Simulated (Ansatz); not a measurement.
Reaction (formal exchange of groups at the Si–O bond): `OCO[SiH2]O` + `CSC` → `CSC[SiH2]O` + `OCO`

Calculated with Ansatz (gas phase, PBE0-D4/def2-TZVP geometries, no zero-point term in ΔE). CBS: MP2 limit from def2 TZ/QZ plus the TZ coupled-cluster correction, frozen cores. This one scheme is used for every species. Functionals use def2-TZVPP. B3LYP here is the variant with VWN-RPA as its local correlation; programs differ in this. One conformer a species, not always the lowest.

`OCO[SiH2]O`:

Cartesian coordinates in Å:
```
O 0.851 -0.837 -1.258
C 0.792 -1.118 0.112
O -0.384 -0.646 0.699
Si -0.742 0.967 0.709
O -1.212 1.539 -0.752
H 0.168 -1.353 -1.698
H 0.834 -2.195 0.303
H 1.672 -0.632 0.548
H 0.478 1.679 1.179
H -1.896 1.134 1.611
H -0.560 1.464 -1.453
```

`CSC`:

Z-matrix (Å, degrees):
```
C
S 1 1.795
H 1 1.090 2 107.2
H 1 1.092 2 111.2 3 118.7
H 1 1.092 2 111.2 3 -118.7
C 2 1.795 1 99.4 3 -180.0
H 6 1.092 2 111.2 1 61.3
H 6 1.090 2 107.2 1 -180.0
H 6 1.092 2 111.2 1 -61.3
```

`CSC[SiH2]O`:

```xyz
13

C     1.557   -1.155    0.501
S     0.912    0.349    1.248
C     0.209    1.177   -0.204
Si   -1.394    0.344   -0.726
O    -2.306    0.091    0.618
H     2.008   -1.733    1.307
H     0.772   -1.752    0.035
H     2.326   -0.918   -0.236
H    -0.010    2.196    0.128
H     0.960    1.249   -0.995
H    -1.079   -0.934   -1.425
H    -2.181    1.205   -1.644
H    -1.773   -0.118    1.394
```

`OCO`:

```xyz
7

O    -0.491   -0.057    1.114
C     0.332    0.240    0.026
O    -0.094   -0.364   -1.159
H    -1.370    0.283    0.922
H     1.332   -0.096    0.321
H     0.355    1.313   -0.190
H    -0.065   -1.318   -1.033
```

| level | ΔE (kJ/mol) |
| --- | --- |
| PBE-D4 | 93.1 |
| PBE | 96.3 |
| B3LYP | 113.1 |
| HF/def2-TZVPP | 129.1 |
| CCSD/def2-TZVPP | 111.2 |
| HF/def2-QZVPP | 130.3 |
| MP2/def2-QZVPP | 107.7 |
| MP2/CBS(def2) | 106.4 |

Q: What does CCSD(T)/CBS give? (Estimate.)

A: Computed: +105.8 kJ/mol. The listed levels differ from it by -12.7, -9.5, 7.3, 23.3, 5.4, 24.5, 1.9, 0.6 kJ/mol.

Largest T1 diagnostic among the species: 0.012.

The D4 term adds −5.2 kJ/mol with B3LYP and −2.9 kJ/mol with PBE0; it sums over pairs of atoms, weighted by their polarisabilities, and B3LYP, whose exchange is more repulsive, gets the larger term. From PBE to PBE0 (25 % exact exchange), in def2-TZVPP and without D4, ΔE moves by +4.2 kJ/mol.
